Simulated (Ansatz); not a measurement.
Start from `[F][Al]([SiH3])[Cl]` and change one element to get `[F][Ga]([SiH3])[Cl]`.

Ansatz, PBE0-D4/def2-TZVP geometries, multiplicity 1. 

Scalar relativity is left out up to krypton.

```csv
property,`[F][Al]([SiH3])[Cl]`
HOMO–LUMO gap (PBE0/def2-TZVPP) / eV,6.80
HOMO energy (B3LYP/def2-TZVPP) / eV,-8.27
size of the dipole moment (ωB97M-V/def2-TZVPP) / D,1.61
LUMO energy (PBE/def2-TZVPP) / eV,-2.42
size of the dipole moment (B3LYP/def2-TZVPP) / D,1.65
size of the dipole moment (PBE/def2-TZVPP) / D,1.60
```

(1) What does the change do to each property? (Estimate.)

## Answers

(1) Ansatz gave: 
```json
{"property": "HOMO–LUMO gap (PBE0/def2-TZVPP) / eV", "`[F][Ga]([SiH3])[Cl]`": "6.78", "shift": "-0.02"}
{"property": "HOMO energy (B3LYP/def2-TZVPP) / eV", "`[F][Ga]([SiH3])[Cl]`": "-8.45", "shift": "-0.18"}
{"property": "size of the dipole moment (ωB97M-V/def2-TZVPP) / D", "`[F][Ga]([SiH3])[Cl]`": "3.13", "shift": "1.52"}
{"property": "LUMO energy (PBE/def2-TZVPP) / eV", "`[F][Ga]([SiH3])[Cl]`": "-2.65", "shift": "-0.23"}
{"property": "size of the dipole moment (B3LYP/def2-TZVPP) / D", "`[F][Ga]([SiH3])[Cl]`": "3.15", "shift": "1.50"}
{"property": "size of the dipole moment (PBE/def2-TZVPP) / D", "`[F][Ga]([SiH3])[Cl]`": "2.98", "shift": "1.38"}
```

Dipoles are sizes alone; their direction can turn.

B3LYP here is the variant with VWN-RPA as its local correlation; programs differ in this.
